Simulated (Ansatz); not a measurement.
Total energies of `[C]#C[SiH2]OC` radical.

Cartesian coordinates in Å:
```
C -2.619 0.878 1.255
C -1.422 0.893 1.054
Si 0.379 0.907 0.705
O 0.875 -0.556 0.180
C 0.363 -1.184 -0.976
H 0.603 1.958 -0.321
H 1.117 1.189 1.952
H 0.910 -2.116 -1.124
H 0.494 -0.556 -1.864
H -0.701 -1.414 -0.862
```

Total charge 0; spin multiplicity 2. The geometry is a stationary point of PBE0-D4/def2-TZVP. It is one conformer, not always the lowest. Basis def2-TZVPP, Ansatz 0.2.0.

RPA on PBE orbitals: Hartree–Fock energy of these orbitals -480.21637 Eh, correlation -1.32741 Eh (frozen core).

```json
{"functional": "revPBE", "energy without D4 (Eh)": "-481.86034", "D4 term (kJ/mol)": "-60.3"}
{"functional": "CAM-B3LYP", "energy without D4 (Eh)": "-481.89625", "D4 term (kJ/mol)": "-17.0"}
```

(1) Give the same for LDA (SPW92), PBE, BLYP, r2SCAN, B97M-V, PBE0, B3LYP, r2SCANh, r2SCAN0, HSE06 (plane-wave form), BHLYP, LC-ωPBE, ωB97X-V, ωB97M-V, B2PLYP, PBE-QIDH. (Estimate.)

B3LYP takes the VWN-RPA correlation (the form of Gaussian; ORCA's B3LYP/G). HSE06 is the plane-wave form, built on full-range PBE exchange. The double hybrids freeze the cores in their second-order part.

Results:

(1) Ansatz gave: 
| functional | energy without D4 (Eh) | D4 term (kJ/mol) |
| --- | --- | --- |
| LDA (SPW92) | -479.17099 | – |
| PBE | -481.58831 | -19.8 |
| BLYP | -481.91998 | -43.3 |
| r2SCAN | -481.84798 | -5.0 |
| B97M-V | -481.88630 | – |
| PBE0 | -481.62753 | -16.8 |
| B3LYP | -482.00790 | -31.8 |
| r2SCANh | -481.83582 | -5.3 |
| r2SCAN0 | -481.81888 | -5.8 |
| HSE06 (plane-wave form) | -481.61073 | -15.6 |
| BHLYP | -481.87558 | -24.0 |
| LC-ωPBE | -481.75249 | – |
| ωB97X-V | -481.86969 | – |
| ωB97M-V | -481.88266 | – |
| B2PLYP | -481.70960 | – |
| PBE-QIDH | -481.51273 | – |

LC-ωPBE has ω = 0.4 bohr⁻¹.
